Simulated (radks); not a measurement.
Values are calculated unless marked as measured or tabulated.
Question: Neutral calcium is in [Ar] 4s2. Code: a radial shooting solver on a logarithmic mesh with Libxc functionals. Model: scalar-relativistic Kohn-Sham, LDA (Slater exchange, Perdew-Wang correlation), spin-polarised, spherical densities, finite nucleus; Fermi nuclear charge, rms radius of each element as measured or else 0.836 A^(1/3) + 0.57 fm. Open shells are filled with parallel spins first. One electron is removed from 3p, 3s, 2p, 4s in turn, with full relaxation. Which removal costs least, and what does each cost?

Answer: 4s 6.241 eV; 3p 34.362 eV; 3s 53.626 eV; 2p 356.85 eV. The 4s electron leaves first.
